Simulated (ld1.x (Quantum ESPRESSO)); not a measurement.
# Building the ultrasoft potential for titanium (Ti) (LDA (PZ), scalar-relativistic).

ld1.x (Quantum ESPRESSO) 7.5 was run on this input:

```
&input
   title='Ti', zed=22., rel=1, dft='PZ', iswitch=3,
   config='[Ar] 3d2 4s1.75 4p0',
   nld=3, rlderiv=2.30, eminld=-7.0, emaxld=5.0, deld=0.02
 /
 &inputp
   pseudotype=3, tm=.true., lloc=-1, rcloc=1.55,
   nlcc=.false.,
   file_pseudopw='Ti.UPF', file_wfcaegen='ae.wfc', file_wfcncgen='nc.wfc', file_beta='beta', file_chi='chi', file_wfcusgen='us.wfc'
 /
6
3S  1  0   2.00   0.00  1.50  1.65  0.0
4S  2  0   1.75   0.00  1.50  1.65  0.0
3P  2  1   6.00   0.00  1.50  1.65  0.0
4P  3  1   0.00   0.00  1.50  1.65  0.0
3D  3  2   2.00   0.00  1.50  2.10  0.0
3D  3  2   0.00   0.05  1.50  2.10  0.0
 &test
   configts(1)='3s2 3p6 3d2 4s1.75 4p0'
 /
```

Command:

```bash
ld1.x < Ti.in > Ti.out
```

The program printed (shortened: banner, matrices, multipoles, cross overlaps and the repeated all-electron block are left out):

```
Program LD1 v.7.5
     --------------------------- All-electron run ----------------------------

     Ti
     scalar relativistic calculation

     atomic number is 22.00
     dft =PZ   lsd =0 sic =0 latt =0  beta=0.20 tr2=1.0E-14
     Exchange-correlation= PZ
                           (   1   1   0   0   0   0   0)
     mesh =1177 r(mesh) = 100.37945 a.u. xmin = -7.00 dx = 0.01250
     1 Ry =  13.60569312 eV, c = 137.03599908

     n l     nl                  e(Ry)          e(Ha)          e(eV)
     1 0     1S 1( 2.00)      -357.0418      -178.5209     -4857.8006
     2 0     2S 1( 2.00)       -39.4807       -19.7404      -537.1628
     2 1     2P 1( 6.00)       -32.7564       -16.3782      -445.6734
     3 0     3S 1( 2.00)        -4.7012        -2.3506       -63.9634
     3 1     3P 1( 6.00)        -2.9758        -1.4879       -40.4881
     3 2     3D 1( 2.00)        -0.4506        -0.2253        -6.1301
     4 0     4S 1( 1.75)        -0.4427        -0.2214        -6.0239
     4 1     4P 1( 0.00)        -0.2027        -0.1014        -2.7583

     final scf error:  5.1E-15 reached in  35 iterations

     Etot =   -1703.345753 Ry,    -851.672877 Ha,  -23175.199603 eV

     Ekin =    1716.728482 Ry,     858.364241 Ha,   23357.280898 eV
     Encl =   -4050.768074 Ry,   -2025.384037 Ha,  -55113.507333 eV
     Eh   =     710.682653 Ry,     355.341326 Ha,    9669.330084 eV
     Exc  =     -79.988814 Ry,     -39.994407 Ha,   -1088.303252 eV

     normalization and overlap integrals

     s(1S/1S) =  1.000000  <r> =   0.0697  <r2> =    0.0065  r(max) =   0.0455
     s(2S/2S) =  1.000000  <r> =   0.3259  <r2> =    0.1256  r(max) =   0.2682
     s(2P/2P) =  1.000000  <r> =   0.2903  <r2> =    0.1040  r(max) =   0.2196
     s(3S/3S) =  1.000000  <r> =   1.0091  <r2> =    1.1764  r(max) =   0.8685
     s(3P/3P) =  1.000000  <r> =   1.0878  <r2> =    1.3974  r(max) =   0.9016
     s(3D/3D) =  1.000000  <r> =   1.5876  <r2> =    3.3948  r(max) =   0.9719
     s(4S/4S) =  1.000000  <r> =   3.3897  <r2> =   13.1939  r(max) =   2.8475
     s(4P/4P) =  1.000000  <r> =   4.4518  <r2> =   23.0121  r(max) =   3.6563

     ------------------------ End of All-electron run ------------------------

     --------------------- Generating US pseudopotential ---------------------

      Generating local potential from pseudized AE potential:
      Matching radius rcloc =   1.5500

      Local pseudo, rcloc= 1.543 Estimated cut-off energy=    10.26 Ry

      Wfc   3S  rcut= 1.505  Using Troullier-Martins method
      Wfc-us  3S rcutus= 1.664  Estimated cut-off energy=    19.52 Ry

      Wfc   4S  rcut= 1.505  Using Troullier-Martins method
      Wfc-us  4S rcutus= 1.664  Estimated cut-off energy=    39.93 Ry

      Wfc   3P  rcut= 1.505  Using Troullier-Martins method
      Wfc-us  3P rcutus= 1.664  Estimated cut-off energy=    30.07 Ry

      Wfc   4P  rcut= 1.505  Using Troullier-Martins method
      Wfc-us  4P rcutus= 1.664  Estimated cut-off energy=    55.06 Ry

      Wfc   3D  rcut= 1.505  Using Troullier-Martins method
      Wfc-us  3D rcutus= 2.083  Estimated cut-off energy=    26.63 Ry

      Wfc   3D  rcut= 1.505  Using Troullier-Martins method
      Wfc-us  3D rcutus= 2.083  Estimated cut-off energy=    33.14 Ry

     ------------------- End of pseudopotential generation -------------------

     Computing logarithmic derivative in   2.28811
     Computing logarithmic derivative in   2.28811
     Computing the partial wave expansion
     R is outside the sphere for l=    0 j= 0.00
     R is outside the sphere for l=    0 j= 0.00
     R is outside the sphere for l=    1 j= 0.00
     R is outside the sphere for l=    1 j= 0.00
     R is outside the sphere for l=    2 j= 0.00
     R is outside the sphere for l=    2 j= 0.00

     ---------------------- Testing the pseudopotential ----------------------

     Ti
     scalar relativistic calculation

     atomic number is 22.00   valence charge is 12.00
     dft =PZ   lsd =0 sic =0 latt =0  beta=0.20 tr2=1.0E-14
     mesh =1177 r(mesh) = 100.37945 xmin = -7.00 dx = 0.01250

     n l     nl             e AE (Ry)        e PS (Ry)    De AE-PS (Ry)
     1 0     3S   1( 2.00)       -4.70123       -4.84829        0.14706  !
     2 1     3P   1( 6.00)       -2.97582       -3.12599        0.15017  !
     3 2     3D   1( 2.00)       -0.45055       -0.59234        0.14179  !
     2 0     4S   1( 1.75)       -0.44275       -0.34645       -0.09630  !
     3 1     4P   1( 0.00)       -0.20273       -0.22789        0.02516  !

     eps = 6.0E-15  iter = 33

     Etot =   -1703.345753 Ry,    -851.672877 Ha,  -23175.199603 eV
     Etotps =  -115.861897 Ry,     -57.930948 Ha,   -1576.381410 eV

     Ekin =      36.810886 Ry,      18.405443 Ha,     500.837614 eV
     Encl =    -232.777378 Ry,    -116.388689 Ha,   -3167.097566 eV
     Ehrt =      89.853728 Ry,      44.926864 Ha,    1222.522243 eV
     Ecxc =     -13.566581 Ry,      -6.783291 Ha,    -184.582738 eV
     Epseu=       3.817449 Ry,       1.908724 Ha,      51.939037 eV

     ---------------------- End of pseudopotential test ----------------------
```

Generation and configuration tests took about 4.5 s on one core of a shared server CPU.
